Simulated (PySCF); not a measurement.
# Two-component Hartree-Fock for Ir³²⁺ (iridium, charge +32)

Start: [Kr] 4d9; 4d3/2 filled at m_j = -3/2, -1/2, +1/2, +3/2; 4d5/2 filled at m_j = -3/2, -1/2, +1/2, +3/2, +5/2. Calculated with PySCF 2.14 in an even-tempered Gaussian basis (17 s from 3.1 bohr⁻², ratio 2.8; 14 p from 4.1 bohr⁻², ratio 2.8; 9 d from 4.1 bohr⁻², ratio 2.8; 3 f from 19 bohr⁻², ratio 3): generalised Hartree-Fock with the X2C-1e Hamiltonian and a Gaussian nucleus; one run each with spin-orbit coupling (SO) switched off, then screened by Boettger's factors.

```csv
spinor shell,electrons,"ε, spin-free (eV)","ε, screened SO (eV)",weight of nominal j (screened SO),"rms radius, screened SO (bohr)"
1s1/2,2,-77748.1,-77721.4,1.000,0.0197
2s1/2,2,-14759.3,-14750.8,1.000,0.0796
2p1/2,2,-12989.9,-14158.1,1.000,0.0675
2p3/2,4,-12989.9,-12525.2,1.000,0.0753
3s1/2,2,-4445.7,-4442.9,1.000,0.203
3p1/2,2,-3919.8,-4181.0,1.000,0.194
3p3/2,4,-3919.8,-3813.7,1.000,0.209
3d3/2,4,-3336.2,-3382.9,1.000,0.183
3d5/2,6,-3336.2,-3302.8,1.000,0.187
4s1/2,2,-1818.6,-1817.7,1.000,0.422
4p1/2,2,-1624.6,-1702.2,1.000,0.424
4p3/2,4,-1624.6,-1592.4,1.000,0.453
4d3/2,4,-1393.7,-1406.7,0.995,0.445
4d5/2,5,-1393.7,-1384.3,0.996,0.453
```

```csv
quantity,spin-free,screened SO
E (hartree),-17281.14485,-17306.28934
M_J,5/2,5/2
⟨J²⟩,8.751,8.751
⟨L²⟩,6.000,6.099
⟨S²⟩,0.750,0.849
```

Each row is a mean over spinors that exchange with the open shell spreads, by up to 15.100 eV (4p3/2).

Breit and QED terms are absent; they matter most for the inner s and p1/2 levels.

Densities and radii are taken from the X2C orbitals without a picture-change correction, which distorts them close to the nucleus.

Without spin-orbit coupling the j labels of p, d and f shells carry no meaning; the spin-free column gives the mean over the occupied spinors of each nl shell.
